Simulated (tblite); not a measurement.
C5H12ClNSi2.
Numbering: `[SiH3:1][NH:2][C@@H:3]1[CH:4]=[CH:5][CH2:6][CH2:7][Si@H:8]1[Cl:9]` (hydrogens: H10, H11, H12 on Si1; H13 on N2; H14 on C3; H15 on C4; H16 on C5; H17, H18 on C6; H19, H20 on C7; H21 on Si8)

Computed geometry: GFN2-xTB, gas phase.

(1) List the bond lengths, angles and torsions at this level.

Answers

(1) 
```csv
bond,length (Å),order
Si1–N2,1.718,single
N2–C3,1.460,single
C3–C4,1.503,single
C4=C5,1.325,double
C5–C6,1.500,single
C6–C7,1.531,single
C7–Si8,1.900,single
Si8–Cl9,2.024,single
C3–Si8,1.912,single
"Si1–H10, Si1–H12",1.462,single
Si1–H11,1.473,single
N2–H13,1.009,single
C3–H14,1.096,single
C4–H15,1.084,single
C5–H16,1.084,single
C6–H17,1.095,single
C6–H18,1.094,single
C7–H19,1.091,single
C7–H20,1.090,single
Si8–H21,1.461,single
```

Bonds in one row agree within 0.01 Å and their mean is given. Orders are formal, as drawn. A selection of angles:
```csv
angle,degrees
Si1–N2–C3,123.2
N2–C3–C4,109.8
N2–C3–Si8,109.5
C4–C3–Si8,112.8
C3–C4–C5,128.1
C4–C5–C6,128.3
C5–C6–C7,114.5
C6–C7–Si8,109.9
C7–Si8–Cl9,109.6
C3–Si8–C7,102.3
C3–Si8–Cl9,110.6
H13–N2–Si1,117.9
H13–N2–C3,110.9
```

Dihedral angles: Si1–N2–C3–C4 -88° (synclinal); N2–C3–C4–C5 -115° (anticlinal); C3–C4–C5–C6 -4° (synperiplanar); C4–C5–C6–C7 30°; C5–C6–C7–Si8 -53° (synclinal); C6–C7–Si8–Cl9 -67° (synclinal); N2–C3–Si8–C7 94° (anticlinal).

N2 (silicon-bound nitrogen) has angles 123.2°, 117.9° and 110.9°, sum 352.0°, 0.22 Å off the plane of its three neighbours. Si1 (SiH3 silicon) is distorted tetrahedral (angles from 103.8° to 116.4°). Of the pairs four or more bonds apart, Si1···H15 is among the closest relative to their van der Waals radii: 3.29 Å, 100 % of the sum of Bondi's values. Si8 (chlorine-bound silicon) is distorted tetrahedral (angles from 102.3° to 113.2°). The 6-membered ring C3–C4–C5–C6–C7–Si8 has internal angles of 102.3° to 128.3°; it is puckered, 0.21 Å rms from its mean plane, widest ring torsion 53°. The C–C distances run from 1.325 Å (C4=C5, drawn double) to 1.531 Å (C6–C7, drawn single), a spread of 0.206 Å.

Point group: C1 (no symmetry element, even within 0.4 Å). Its GFN2-xTB frequencies are all real (lowest 20 cm⁻¹). The numbers are those of one conformer. 2 starts were optimised and ended at 0.00 and 0.43 kcal/mol (GFN2-xTB); the lowest of these is shown.

Hardware: one thread of an Intel Xeon at 2.50 GHz, shared host. Cost: 5.0 s of wall time. This is the geometry optimisation.
